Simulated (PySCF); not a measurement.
Bond energies at HF/def2-SVP beside a composite method

PySCF, lowest determinants of a PBE0 search. The composite is CCSD(T) extrapolated to the basis-set limit from two correlation-consistent sets, with core-valence (CV) and scalar-relativistic (SR) terms as its label shows; it has no spin–orbit coupling and nothing beyond (T).

```
species  state (unpaired electrons)  De HF (eV)  De composite (eV)              composite  dissociates to
    AsF              triplet (π ↑↑)        2.00               4.12        CCSD(T)/CBS(DT)          As + F
   BiCl              triplet (π ↑↑)        1.41               2.94        CCSD(T)/CBS(DT)         Bi + Cl
    NaH      singlet (closed shell)        0.89               1.96     CCSD(T)/CBS(TQ)+SR          Na + H
     SF               doublet (π ↑)        1.18               3.65  CCSD(T)/CBS(TQ)+CV+SR           S + F
     CH               doublet (π ↑)        2.44               3.65  CCSD(T)/CBS(TQ)+CV+SR           H + C
     P2      singlet (closed shell)        1.40               5.05  CCSD(T)/CBS(TQ)+CV+SR           P + P
    GeS      singlet (closed shell)        3.18               5.68     CCSD(T)/CBS(DT)+CV          Ge + S
     IF      singlet (closed shell)        0.50               2.98     CCSD(T)/CBS(TQ)+CV           I + F
```

Does HF bind more or less than the composite, by how much on average, and where is the difference largest?

HF/def2-SVP binds less on average, method and basis taken together: the mean signed difference is -2.13 eV and the mean absolute one 2.13 eV; it is largest for P2 (-3.65 eV).

The molecules are drawn from runs that passed checks on state, spin purity and fit, so the hardest cases are missing and the errors look smaller than over all diatomics.

Correlated steps freeze the inner cores (1 to 10 orbitals); shallow outer-core shells are correlated. UHF and ROHF references stand side by side, which adds small steps between rows. These are scalar-relativistic numbers at best; spin–orbit coupling would shift them, the dissociation energy most. Where the molecule has an RHF reference, its open-shell atoms are computed with UHF. The CCSD T1 diagnostic is raised in GeS, a sign that a single reference may not be enough there. States were picked by a PBE0 search and need not be the measured ground states.
